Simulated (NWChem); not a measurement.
Molecule: C5H10; SMILES CC(C)C=C

```xyz
15

C      0.0083    -1.9879     0.2340
C      0.6050    -0.9065    -0.2705
C      0.0235     0.4741    -0.4116
C      0.9155     1.4965     0.2982
C     -1.4245     0.5877     0.0435
H     -1.0204    -1.9689     0.6050
H      0.5337    -2.9447     0.2934
H      1.6413    -1.0027    -0.6218
H      0.0584     0.7139    -1.4928
H      0.5584     2.5232     0.1216
H      1.9575     1.4380    -0.0533
H      0.9199     1.3206     1.3861
H     -1.8067     1.6054    -0.1291
H     -1.5208     0.3753     1.1208
H     -2.0782    -0.1127    -0.4983
```
Atoms are numbered in this order, from 1.

All runs: NWChem. Pople sets run with spherical d functions. The geometry was optimised at PBE0/def2-SVP. Static field.

### Question
Order these by “anisotropy (bohr³)”, lowest first: PBE/6-31G*; PBE/def2-SVPD; PBE/def2-SVP.

### Answer
PBE/def2-SVPD (20.7), PBE/def2-SVP (23.4), PBE/6-31G* (24.2)
